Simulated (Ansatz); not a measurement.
Total energies of cis-OsH2(PH3)4 (P₄OsH₁₄) from Ansatz at PBE0-D4/def2-TZVP, gas phase (1 Eh = 27.2114 eV = 2625.5 kJ/mol). The reference geometry is relaxed at PBE-D4/def2-SVP.

```xyz
19

Os    0.422   -0.087   -0.205
H     1.132   -1.256   -1.177
P    -0.292    1.689    1.141
H     0.373    1.981    2.387
H    -1.626    1.797    1.690
H    -0.254    3.045    0.651
H     1.937    0.628   -0.312
P    -1.573   -1.308   -0.236
H    -1.613   -2.665    0.251
H    -2.240   -1.597   -1.482
H    -2.778   -0.899    0.451
P     1.396   -1.289    1.505
H     0.831   -2.528    1.977
H     1.607   -0.714    2.810
H     2.730   -1.777    1.324
P     0.059    0.992   -2.211
H    -1.001    0.596   -3.104
H     1.106    0.987   -3.188
H    -0.215    2.406   -2.271
```

```
                 state                    geometry  energy (Eh)
      charge 0 singlet                   reference  -1464.13005
      charge 1 doublet                   reference  -1463.86038
      charge 0 triplet  relaxed at PBE-D4/def2-SVP  -1464.01360
free Os atom (quintet)                           –    -90.54733
 free H atom (doublet)                           –     -0.50104
 free P atom (quartet)                           –   -341.13505
```

In the def2 sets Os takes a core potential; there is no spin–orbit coupling.

Problem. Work out the vertical ionisation energy to the doublet.

Solution. E(charge 1 doublet) − E(charge 0 singlet) = -1463.86038 − (-1464.13005) = 0.26967 Eh = 7.34 eV. For comparison, −ε of the highest occupied level is 5.97 eV at this level, 1.37 eV less.

Problem. Which of the charge 0 states is lowest, and how far above it are the others?

Solution. The singlet. triplet: -1464.01360 − (-1464.13005) = 0.11645 Eh = 305.7 kJ/mol. A quintet, which d6 allows, wasn't run and may lie lower.

Problem. What is the binding energy per atom against free atoms?

Solution. Atoms: 1 × (-90.54733) + 14 × (-0.50104) + 4 × (-341.13505) = -1462.10209 Eh. Binding: -1462.10209 − (-1464.13005) = 2.02796 Eh = 55.18 eV, or 2.90 eV for each of 19 atoms (no zero-point energy, no counterpoise term).
